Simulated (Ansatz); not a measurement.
The same atomization along the group F, Cl, Br.

Computed with Ansatz on PBE0-D4/def2-TZVP structures; ΔE is electronic, products minus reactants. CCSD(T)/CBS is the MP2 limit (def2-TZVPP, def2-QZVPP) plus CCSD(T) − MP2 in def2-TZVPP, frozen cores. This one scheme is used for every species, atoms too. Functionals use def2-TZVPP. Open shells (•) are unrestricted, without spin–orbit coupling. Spin–orbit coupling would lower the free atoms: a little for C, Cl, F; clearly for Br. For Br, Mg outer-core shells are correlated without core-valence functions, so the limit isn't a true one: a few kJ/mol of doubt a bond, and 10 to 20 or more in all where bonds break to atoms. Scalar relativity is left out up to krypton. Each species was taken in one conformer, which may not be the lowest.

```json
{"reaction": "`C[CH2][Mg][F]` → 2 C• + F• + 5 H• + Mg (atom)", "CCSD(T)/CBS(def2) (kJ/mol)": "?"}
{"reaction": "`C[CH2][Mg][Cl]` → 2 C• + Cl• + 5 H• + Mg (atom)", "CCSD(T)/CBS(def2) (kJ/mol)": "3105"}
{"reaction": "`C[CH2][Mg][Br]` → 2 C• + Br• + 5 H• + Mg (atom)", "CCSD(T)/CBS(def2) (kJ/mol)": "3064"}
```

Question: Fill in the missing values. (Estimate.)

Answer: Ansatz gave: `C[CH2][Mg][F]` → 2 C• + F• + 5 H• + Mg (atom): +3225.6 kJ/mol.

Largest T1 diagnostic: 0.010, for `C[CH2][Mg][F]`.

For atomizations the MP2-based limit and the directly extrapolated one differ by several kJ/mol either way, and by 10 to 25 for some Ge, Se and Sn compounds, so smaller differences from it don't rank the levels.
